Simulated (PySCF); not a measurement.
# LiBi and its ions

r²SCAN; Li def2-SVPD, Bi def2-SVPD with ECP60; scalar-relativistic core potentials (PySCF 2.14). Neutral (UKS): triplet (π ↑↑), Re = 2.702 Å, ωe = 368 cm⁻¹, De = 1.46 eV, HOMO -3.86 eV, LUMO -2.35 eV.

LiBi⁺ (UKS): quartet (σ ↑, π ↑↑), Re = 3.096 Å, ωe = 182 cm⁻¹. The energies at the minima are -222.23886 hartree for LiBi and -222.00801 for LiBi⁺.

(1) Work out the adiabatic ionisation energy, without and with harmonic zero-point energies (1 hartree = 27.2114 eV, 1 eV = 8065.5 cm⁻¹), and the change of the bond length.

Spin–orbit coupling is left out, which matters for elements this heavy, above all for dissociation energies. States were picked by a PBE0 search and need not be the measured ground states.

Results:

(1) At r²SCAN: 0.23085 hartree = 6.282 eV between the minima; the zero-point term (182.0 − 368.0)/2 cm⁻¹ = -0.012 eV makes it 6.270 eV. Re changes by +39.4 pm against the neutral. The electron leaves a σ orbital, and the ion is left as a loose complex of an ion and an atom.
